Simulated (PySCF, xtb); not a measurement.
Si(H)2(Br)(OMe) (CH₅BrOSi), SMILES CO[SiH2]Br. One conformer was computed; it need not be the lowest.

Harmonic wavenumbers (cm⁻¹) from GFN2-xTB (xtb) at its own minimum, in rising order: 71, 110, 166, 272, 422, 534, 609, 739, 762, 799, 1134, 1140, 1178, 1422, 1479, 1482, 2328, 2440, 2958, 2969, 3006.

Question: What does PBE-D3(BJ)/def2-SVP (PySCF) give at its own minimum? (The exact figures need the calculation; the answer reports its results.)

Answer: 79, 103, 176, 269, 414, 586, 709, 752, 855, 907, 1117, 1134, 1168, 1419, 1422, 1424, 2165, 2228, 2928, 3006, 3056. Paired by order, the mean absolute difference is 50 cm⁻¹ and the zero-point energies are 37.2 and 37.0 kcal/mol.
